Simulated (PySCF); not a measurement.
One of the candidates below gave these computed data.

All candidates are C5H12O2Si2.

| technique | computed result |
| --- | --- |
| Dipole | 2.76 D [PBE0/pcSseg-1] |
| 1H NMR | chemical shifts (computed TMS as zero) by class: 8.09 (1 H), 5.40 (2 H), 4.32 (3 H), 2.26 (3 H), 2.07 (3 H) ppm [GIAO PBE0/pcSseg-1] |
| NMR, other nuclei | isotropic shieldings of nuclei other than C and H, by class: -121 (1 O), 127 (1 O), 377 (1 Si), 430 (1 Si) ppm [GIAO PBE0/pcSseg-1] |
| 13C NMR | chemical shifts (computed TMS as zero) by class: 177.1 (1 C), 165.4 (1 C), 125.2 (1 C), 33.0 (1 C), 26.4 (1 C) ppm [GIAO PBE0/pcSseg-1] |
| Rotational structure | rotational constants A, B, C: 1.479, 0.904, 0.693 GHz [GFN2-xTB] |

Electronic properties: PySCF, gas phase, density fitting. Levels stand in brackets. The structure is a single GFN2-xTB conformer in the gas phase; no vibrational or solvent corrections. GFN2-xTB frequencies show an imaginary mode (30i cm⁻¹), so this geometry is no minimum at that level. Each NMR value is the plain mean over a class of atoms that symmetry, rotation or inversion makes alike.

Question: Which candidate is it?
A. `CC(C)O[Si@H](O)C#C[SiH3]`
B. `C=C[C@@](C=O)(C[SiH3])O[SiH3]`
C. `CCC1=C(OC)[SiH2][SiH2]O1`
D. `CC(C)=C([SiH3])[SiH2]OC=O`

Answer: D. It is `CC(C)=C([SiH3])[SiH2]OC=O`. Numbering: `[CH3:1][C:2]([CH3:3])=[C:4]([SiH3:5])[SiH2:6][O:7][CH:8]=[O:9]`. Its formula, C5H12O2Si2, gives 2 degrees of unsaturation: 0 rings and 2 π bonds in the structure found. 5 carbons fall into 5 classes; from least to most shielded: fully substituted alkene carbon [C2] (177.1 ppm), carbonyl carbon [C8] (165.4 ppm), fully substituted alkene carbon [C4] (125.2 ppm), allylic carbon [C3] (33.0 ppm), allylic carbon [C1] (26.4 ppm). Hydrogen classes from least to most shielded: 1 H on a carbonyl carbon, C8 (8.09 ppm), 2 H on an oxygen-bound silicon, Si6 (5.40 ppm), 3 H on an SiH3 silicon, Si5 (4.32 ppm), 3 H on an allylic carbon, C3 (2.26 ppm), 3 H on an allylic carbon, C1 (2.07 ppm, a mean of values up to 0.5 ppm apart in this geometry). The other shieldings belong to: -121 ppm, carbonyl oxygen [O9]; 127 ppm, oxygen singly bound to a carbonyl carbon [O7]; 377 ppm, oxygen-bound silicon [Si6]; 430 ppm, SiH3 silicon [Si5]. The optimised geometry has point group C1 and is an asymmetric top.

The others, at the same levels:
- `C=C[C@@](C=O)(C[SiH3])O[SiH3]` fails: its computed 13C shifts are 208.5 (1 C), 142.2 (1 C), 122.6 (1 C), 84.7 (1 C), 22.4 (1 C) ppm, 1H shifts are 9.59 (1 H), 6.12 (1 H), 5.96 (1 H), 5.74 (1 H), 5.18 (3 H), 3.82 (3 H), 1.44 (1 H), 1.32 (1 H) ppm and rotational constant A is 1.350 GHz (against 1.479 GHz).
- `CCC1=C(OC)[SiH2][SiH2]O1` fails: its computed 13C shifts are 168.2 (1 C), 140.5 (1 C), 62.3 (1 C), 28.0 (1 C), 15.0 (1 C) ppm, 1H shifts are 5.33 (2 H), 4.67 (2 H), 3.93 (3 H), 2.36 (2 H), 1.08 (3 H) ppm and rotational constant A is 1.253 GHz (against 1.479 GHz).
- `CC(C)O[Si@H](O)C#C[SiH3]` fails: its computed 13C shifts are 124.1 (1 C), 106.4 (1 C), 66.7 (1 C), 27.7 (1 C), 26.9 (1 C) ppm, 1H shifts are 4.62 (1 H), 4.23 (3 H), 4.12 (1 H), 1.97 (1 H), 1.42 (3 H), 1.24 (3 H) ppm and smallest rotational constant is 0.436 GHz (against 0.693 GHz).

Each candidate is one conformer, not necessarily the lowest. Dipoles, sizes and rotational constants follow the conformer. The torsions of the flexible species, by atom-mapped SMILES:
- `[CH3:1][C:2]([CH3:3])=[C:4]([SiH3:5])[SiH2:6][O:7][CH:8]=[O:9]`: C2–C4–Si6–O7 -102°, C4–Si6–O7–C8 -35°, Si6–O7–C8–O9 0°
- `[CH2:1]=[CH:2][C@@:3]([CH:4]=[O:5])([CH2:6][SiH3:7])[O:8][SiH3:9]`: C1–C2–C3–C4 120°, C2–C3–C4–O5 -110°, C2–C3–C6–Si7 169°, C2–C3–O8–Si9 96°
- `[CH3:1][CH2:2][C:3]1=[C:4]([O:5][CH3:6])[SiH2:7][SiH2:8][O:9]1`: C1–C2–C3–C4 -98°, C3–C4–O5–C6 -163°
- `[CH3:1][CH:2]([CH3:3])[O:4][Si@H:5]([OH:6])[C:7]#[C:8][SiH3:9]`: C1–C2–O4–Si5 -95°, C2–O4–Si5–O6 174°, H–O6–Si5–O4 -33°
